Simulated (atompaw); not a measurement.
What one change does to a pseudopotential (Sb (Z = 51), PAW (atompaw))

- Element: antimony
- Generator: atompaw 4.2.0.5
- Type: PAW
- Functional: PBE
- Relativity: scalar-relativistic
- Frozen core: [Kr] 4d10
- Valence charge: 5
- Reference configuration: 5s2 5p1.5 (charge +1.5)
- Partial waves: 5s (bound): rc 2.20 bohr; 5s channel at 1.35 Ry: rc 2.20 bohr; 5p (bound): rc 2.20 bohr; 5p channel at -0.7 Ry: rc 2.05 bohr; 5d channel at 0.1 Ry: rc 2.20 bohr
- Local potential: troulliermartins scheme with l = 3 at 0 Ry, radius 2.05 bohr
- Core correction: smooth core density matched at 2.15 bohr
- Augmentation charge: besselshape compensation charge, radius 2.05 bohr; PAW radius 2.20 bohr; waves and projectors: custom rrkj gramschmidtortho

Change: wave 5s (bound): rc 2.20 bohr becomes 5s (bound): rc 1.84 bohr.

Cutoffs: the cutoffs (Ry, on a coarse ladder) from which the occupation-weighted sum of valence levels, in a spherical-Bessel basis at the reference potential, stays within 10 and 1 mRy of its value at 400 Ry; they do not see the model core or the augmentation charge, which bear on the density cutoff.

Q: What does the change do?

A: The potential gets harder (6 Ry and 8 Ry → 12 Ry and 21 Ry); both files keep a bound ghost (p, s).

| quantity | base | changed |
| --- | --- | --- |
| cutoff, loose | 6 Ry | 12 Ry |
| cutoff, tight | 8 Ry | 21 Ry |
| loose cutoff by channel (10 mRy a level) | s 6 Ry, p 6 Ry | s 10 Ry, p 6 Ry |
| bound ghosts | s, p | s, p |
| s: phases at 2.21 bohr within 0.05 rad from the reference energy up to (Ry; the scan ends near 5) | to the end of the scan | to the end of the scan |
| p: phases at 2.21 bohr within 0.05 rad from the reference energy up to (Ry; the scan ends near 5) | 4.8 | 4.8 |
| d: phases at 2.21 bohr within 0.05 rad from the reference energy up to (Ry; the scan ends near 5) | 0.4 | 0.4 |
| lowest overlap eigenvalue by channel | s 0.33, p 0.24, d 1.00 | s 0.07, p 0.24, d 1.00 |

 A true bound ghost makes a file unfit for plane-wave use even where its test errors are small: the radial tests pick states by their node count and pass the ghost by. The cutoffs see the waves, projectors and local potential, not the compensation charge or the core.
